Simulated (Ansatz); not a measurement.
Ansatz (a program for electronic structure) input:

Ansatz 0.2 input:
```yaml
crystal:
  periodic: [false, false, false]
  atoms:
    - {symbol: N, position_ang: [1.29041214, -1.52536231, -0.54960704]}
    - {symbol: B, position_ang: [0.02570529, -1.00112239, -0.16294965]}
    - {symbol: N, position_ang: [-1.16908232, -1.71033816, -0.10117307]}
    - {symbol: Br, position_ang: [0.00702040, 0.94648447, 0.15370944]}
    - {symbol: H, position_ang: [2.03792817, -1.49232563, 0.14086141]}
    - {symbol: H, position_ang: [-1.21551250, -2.69839228, -0.28701628]}
    - {symbol: H, position_ang: [-2.04596492, -1.28072338, 0.13653332]}
basis:
  gaussian:
    orbitals: def2-TZVPD
hamiltonian:
  xc: {name: PBE}
magnetization: {spin_polarized: true, initial_magnetization: 1}
output: {forces: true}
```

### Question
Which total energy does the run end on?

### Answer
-2709.85998 Eh (PBE/def2-TZVPD). The basis has 195 functions.

It need not be the lowest isomer of its formula.
